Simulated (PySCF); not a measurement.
Benzocycloheptatriene, C11H10.
Numbering: `[CH:1]1=[CH:2][CH2:3][c:4]2[cH:5][cH:6][cH:7][cH:8][c:9]2[CH:10]=[CH:11]1` (hydrogens: H12 on C1; H13 on C2; H14, H15 on C3; H16 on C5; H17 on C6; H18 on C7; H19 on C8; H20 on C10; H21 on C11)

The same species was optimised twice, with GFN2-xTB and with PBE0-D3(BJ)/def2-SVP (PySCF), and the same property calculations (PySCF, gas phase) were run on both structures.

```
    coordinate  GFN2-xTB  PBE0-D3(BJ)/def2-SVP  change
   C10=C11 (Å)     1.344                 1.358  +0.014
     C4–C9 (Å)     1.401                 1.414  +0.013
     C1=C2 (Å)     1.334                 1.346  +0.012
     C4–C5 (Å)     1.387                 1.398  +0.011
     C6–C7 (Å)     1.387                 1.396  +0.009
     C8–C9 (Å)     1.398                 1.407  +0.009
     C5–C6 (Å)     1.382                 1.391  +0.009
     C7–C8 (Å)     1.379                 1.388  +0.009
    C9–C10 (Å)     1.451                 1.459  +0.008
    C1–C11 (Å)     1.443                 1.449  +0.006
     C2–C3 (Å)     1.496                 1.499  +0.003
     C3–C4 (Å)     1.502                 1.505  +0.003
  C2–C3–C4 (°)     107.4                 110.8    +3.4
C9–C10–C11 (°)     126.0                 127.4    +1.4
C1–C11–C10 (°)     125.6                 126.3    +0.7
  C4–C5–C6 (°)     120.9                 121.3    +0.4
  C5–C4–C9 (°)     119.7                 119.3    -0.4
  C7–C8–C9 (°)     121.1                 121.4    +0.3
  C3–C4–C9 (°)     119.0                 119.3    +0.3
 C4–C9–C10 (°)     122.8                 123.1    +0.3
```

Rotational constants: A = 2310, B = 1006, C = 758.0 MHz (GFN2-xTB) against A = 2309, B = 975.5, C = 732.8 MHz (PBE0-D3(BJ)/def2-SVP). Point groups within 0.08 Å: C1 and C1.

On the GFN2-xTB structure: HOMO (eV) -6.37 [PBE0/pcSseg-1]; LUMO (eV) -1.09 [PBE0/pcSseg-1]; dipole (D) 0.24 [PBE0/pcSseg-1]; GIAO shielding of C1 (ppm) 55.3 [PBE0/pcSseg-1]; GIAO shielding of C2 (ppm) 52.0 [PBE0/pcSseg-1]; GIAO shielding of C3 (ppm) 147.9 [PBE0/pcSseg-1]; GIAO shielding of C4 (ppm) 46.8 [PBE0/pcSseg-1]; GIAO shielding of C5 (ppm) 54.9 [PBE0/pcSseg-1]; GIAO shielding of C6 (ppm) 52.0 [PBE0/pcSseg-1]; GIAO shielding of C7 (ppm) 56.5 [PBE0/pcSseg-1]; GIAO shielding of C8 (ppm) 53.9 [PBE0/pcSseg-1].

Question: What do these properties become on the PBE0-D3(BJ)/def2-SVP structure?

Answer: 
| property | level | on GFN2-xTB | on PBE0-D3(BJ)/def2-SVP | change |
| --- | --- | --- | --- | --- |
| HOMO (eV) | PBE0/pcSseg-1 | -6.37 | -6.29 | +0.08 |
| LUMO (eV) | PBE0/pcSseg-1 | -1.09 | -1.24 | -0.15 |
| dipole (D) | PBE0/pcSseg-1 | 0.24 | 0.22 | -0.02 |
| energy, GFN2-xTB geometry as zero (kcal/mol) | PBE0/pcSseg-1 | 0.0 | -0.7 | -0.7 |
| GIAO shielding of C1 (ppm) | PBE0/pcSseg-1 | 55.3 | 50.9 | -4.4 |
| GIAO shielding of C2 (ppm) | PBE0/pcSseg-1 | 52.0 | 50.5 | -1.5 |
| GIAO shielding of C3 (ppm) | PBE0/pcSseg-1 | 147.9 | 146.7 | -1.2 |
| GIAO shielding of C4 (ppm) | PBE0/pcSseg-1 | 46.8 | 44.6 | -2.2 |
| GIAO shielding of C5 (ppm) | PBE0/pcSseg-1 | 54.9 | 51.7 | -3.2 |
| GIAO shielding of C6 (ppm) | PBE0/pcSseg-1 | 52.0 | 49.4 | -2.6 |
| GIAO shielding of C7 (ppm) | PBE0/pcSseg-1 | 56.5 | 53.7 | -2.8 |
| GIAO shielding of C8 (ppm) | PBE0/pcSseg-1 | 53.9 | 51.2 | -2.7 |

The heavy atoms differ by 0.051 Å rms after alignment. Among bonds between heavy atoms C4–C9 and C10=C11 change most and about equally (+0.013 to +0.014 Å). Changes are differences of the printed values. Neither structure is proved a minimum here.
